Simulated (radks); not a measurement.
All-electron atom: Yb II in [Kr] 4d10 4f14 5s1.75 5p6 6s1 5d0.25 (fractional occupations, a model configuration).

Calculated with a radial shooting solver on a logarithmic mesh with Libxc functionals: Dirac Kohn-Sham, PBEsol, spin-unpolarised, spherical densities, finite nucleus; open shells are shared between the two j in proportion to 2j + 1; Fermi nuclear charge, rms radius 5.3108 fm.

Energy parts (eV):
| part | energy |
|---|---|
| total | -382841.18 |
| kinetic | 425147.29 |
| electron-nucleus | -950203.05 |
| Hartree | 150105.51 |
| exchange-correlation | -7890.93 |

Orbitals (lengths in bohr, moments of r in powers of bohr; <r^-3> diverges for s and p1/2; r(90%) holds 90 % of the orbital's charge):
[
 {"orbital": "1s1/2", "occ.": "2", "eigenvalue (eV)": "-61134.58", "r(90%)": "0.0357", "<r^4>": "7.567e-07", "<r^-3>": "-", "<1/r>": "80.59", "small-component weight": "6.89e-02"},
 {"orbital": "2s1/2", "occ.": "2", "eigenvalue (eV)": "-10358.84", "r(90%)": "0.129", "<r^4>": "0.0001158", "<r^-3>": "-", "<1/r>": "19.46", "small-component weight": "1.55e-02"},
 {"orbital": "2p1/2", "occ.": "2", "eigenvalue (eV)": "-9883.255", "r(90%)": "0.114", "<r^4>": "0.00007043", "<r^-3>": "-", "<1/r>": "19.44", "small-component weight": "1.55e-02"},
 {"orbital": "2p3/2", "occ.": "4", "eigenvalue (eV)": "-8836.857", "r(90%)": "0.124", "<r^4>": "0.00009814", "<r^-3>": "13460", "<1/r>": "16.69", "small-component weight": "1.42e-02"},
 {"orbital": "3s1/2", "occ.": "2", "eigenvalue (eV)": "-2340.524", "r(90%)": "0.318", "<r^4>": "0.004351", "<r^-3>": "-", "<1/r>": "7.131", "small-component weight": "5.02e-03"},
 {"orbital": "3p1/2", "occ.": "2", "eigenvalue (eV)": "-2130.206", "r(90%)": "0.310", "<r^4>": "0.003879", "<r^-3>": "-", "<1/r>": "7.049", "small-component weight": "4.97e-03"},
 {"orbital": "3p3/2", "occ.": "4", "eigenvalue (eV)": "-1908.134", "r(90%)": "0.329", "<r^4>": "0.004965", "<r^-3>": "2974", "<1/r>": "6.343", "small-component weight": "4.58e-03"},
 {"orbital": "3d3/2", "occ.": "4", "eigenvalue (eV)": "-1549.321", "r(90%)": "0.302", "<r^4>": "0.003446", "<r^-3>": "509.3", "<1/r>": "6.233", "small-component weight": "4.47e-03"},
 {"orbital": "3d5/2", "occ.": "6", "eigenvalue (eV)": "-1500.781", "r(90%)": "0.307", "<r^4>": "0.003717", "<r^-3>": "441.3", "<1/r>": "6.062", "small-component weight": "4.36e-03"},
 {"orbital": "4s1/2", "occ.": "2", "eigenvalue (eV)": "-466.4336", "r(90%)": "0.702", "<r^4>": "0.1057", "<r^-3>": "-", "<1/r>": "2.985", "small-component weight": "1.63e-03"},
 {"orbital": "4p1/2", "occ.": "2", "eigenvalue (eV)": "-381.3021", "r(90%)": "0.722", "<r^4>": "0.1178", "<r^-3>": "-", "<1/r>": "2.875", "small-component weight": "1.54e-03"},
 {"orbital": "4p3/2", "occ.": "4", "eigenvalue (eV)": "-330.9748", "r(90%)": "0.769", "<r^4>": "0.1517", "<r^-3>": "673.6", "<1/r>": "2.629", "small-component weight": "1.39e-03"},
 {"orbital": "4d3/2", "occ.": "4", "eigenvalue (eV)": "-190.8026", "r(90%)": "0.833", "<r^4>": "0.2081", "<r^-3>": "99.20", "<1/r>": "2.406", "small-component weight": "1.20e-03"},
 {"orbital": "4d5/2", "occ.": "6", "eigenvalue (eV)": "-181.6425", "r(90%)": "0.851", "<r^4>": "0.2262", "<r^-3>": "84.27", "<1/r>": "2.346", "small-component weight": "1.16e-03"},
 {"orbital": "4f5/2", "occ.": "6", "eigenvalue (eV)": "-11.6291", "r(90%)": "1.34", "<r^4>": "2.317", "<r^-3>": "12.73", "<1/r>": "1.755", "small-component weight": "7.11e-04"},
 {"orbital": "4f7/2", "occ.": "8", "eigenvalue (eV)": "-10.3059", "r(90%)": "1.39", "<r^4>": "2.798", "<r^-3>": "12.07", "<1/r>": "1.721", "small-component weight": "6.89e-04"},
 {"orbital": "5s1/2", "occ.": "1.75", "eigenvalue (eV)": "-62.6871", "r(90%)": "1.75", "<r^4>": "4.053", "<r^-3>": "-", "<1/r>": "1.108", "small-component weight": "3.25e-04"},
 {"orbital": "5p1/2", "occ.": "2", "eigenvalue (eV)": "-39.5920", "r(90%)": "2.01", "<r^4>": "7.075", "<r^-3>": "-", "<1/r>": "0.9706", "small-component weight": "2.54e-04"},
 {"orbital": "5p3/2", "occ.": "4", "eigenvalue (eV)": "-33.4043", "r(90%)": "2.19", "<r^4>": "9.918", "<r^-3>": "80.66", "<1/r>": "0.8832", "small-component weight": "2.16e-04"},
 {"orbital": "5d3/2", "occ.": "0.1", "eigenvalue (eV)": "-7.1052", "r(90%)": "4.30", "<r^4>": "147.5", "<r^-3>": "3.621", "<1/r>": "0.4990", "small-component weight": "6.80e-05"},
 {"orbital": "5d5/2", "occ.": "0.15", "eigenvalue (eV)": "-6.7874", "r(90%)": "4.46", "<r^4>": "169.7", "<r^-3>": "2.924", "<1/r>": "0.4799", "small-component weight": "6.27e-05"},
 {"orbital": "6s1/2", "occ.": "1", "eigenvalue (eV)": "-9.5105", "r(90%)": "5.09", "<r^4>": "287.1", "<r^-3>": "-", "<1/r>": "0.3603", "small-component weight": "3.89e-05"}
]

The highest occupied level is 5d5/2 at -6.787 eV. The density falls to 0.001 e/bohr^3 at r = 4.38 bohr. The electron density at the nucleus is 1.025e+06 e/bohr^3. Summed over all electrons, <r^2> = 51.78 bohr^2, which gives a Langevin (diamagnetic) susceptibility term of -41 x 10^-6 cm^3/mol.
